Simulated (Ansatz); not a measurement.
Task: Predict a relaxed structure of the cluster TaO₄ (the lowest doublet isomer of a short search), charge 0, doublet, at r2SCAN-D4/def2-SVP (Ansatz).

Result: 
Cartesian coordinates in Å:
```
Ta 0.166 0.465 -0.342
O -0.098 -1.667 -0.735
O -0.358 -1.337 0.523
O -1.214 1.501 -0.069
O 1.504 1.038 0.623
```
Point group Cs (tolerance 0.1 Å). The metal has 4 neighbours: O 2.18 Å, O 2.07 Å, O 1.75 Å, O 1.75 Å. This is one stationary point.

In the def2 sets Ta takes a core potential; there is no spin–orbit coupling. The structure holds one bond between oxygen atoms, so isomers without such links may lie far lower. The relaxation made no stability test and no search for a lower SCF solution. No other spin state of charge 0 was run. The structure comes from a short search, and lower isomers may exist.
